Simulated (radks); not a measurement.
Numerical settings for the dysprosium ion Dy+, [Xe] 4f10 6s1. Calculated with a radial shooting solver on a logarithmic mesh with Libxc functionals: Dirac Kohn-Sham, PBE, spin-unpolarised, spherical densities, finite nucleus; open shells fill j = l - 1/2 first; Fermi nuclear charge, rms radius 5.2218 fm. The defaults (mesh step 0.008 in ln r, mesh end at 40 bohr or more with all orbitals vanishing there, Anderson mixing 0.5 over 9 steps, residual threshold near 1e-9 with the energy settled to 1e-9 hartree or 1e-11 of itself, here a cap of 99 iterations) give E = -12166.9685 hartree and 6s1/2 at -8.839 eV in 17 iterations. Run on one thread of a shared host, so times are rough (Arm Neoverse N1): 0.24 s of CPU time, 0.24 s wall, 17 iterations on 2360 mesh points. Changes against that run (0 stands for a change within the tolerance of the run):

| setting | iterations | converged | E (mhartree) | e(6s1/2) (meV) | CPU (s) |
|---|---|---|---|---|---|
| mesh step in ln r 0.2 | 4 | no | diverged | - | 0.01 |
| mesh step in ln r 0.08 | 2 | no | diverged | - | 0.02 |
| mesh step in ln r 0.003 | 18 | yes | 0 | 0 | 0.64 |
| mesh end (bohr) 20 | 17 | yes | 0 | 0 | 0.23 |
| mesh end (bohr) 400 | 17 | yes | 0 | 0 | 0.24 |
| residual threshold 1e-16 | 99 | no | 0 | 0 | 0.69 |
| residual threshold 0.01 | 11 | yes | 0 | +0.249 | 0.18 |
| mixing 1 | 14 | yes | 0 | 0 | 0.2 |
| linear mixing, mixing 0.8 | 99 | no | +4.58e+04 | -8.77e+04 | 2.9 |
| linear mixing, mixing 0.5 | 99 | no | 0 | -0.073 | 1.1 |
| mixing history 20 | 24 | yes | 0 | 0 | 0.3 |
| iteration cap 3 | 3 | no | +61 | -1.11e+03 | 0.06 |

No run marked as converged misses the energy by more than 1 mhartree. A mesh that ends early acts as a hard wall.
